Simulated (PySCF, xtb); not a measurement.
C2H5ClOSi, SMILES Cl[SiH2]OC=C.

GFN2-xTB run with xtb at its own geometry gives an orbital gap of 5.12 eV and a dipole moment of 2.72 D.

The structure is a stationary point at B3LYP-D3(BJ)/def2-SVP. The structure was generated by enumeration, and PubChem lists no compound with its InChIKey, so it may never have been made. Other conformers were not sampled.

Q: What does PySCF with PBE0/def2-TZVP give? (Estimate from the structure and the level; the computed values follow.)

A: gap 7.16 eV (levels -7.15 and 0.02 eV), dipole 0.79 D.
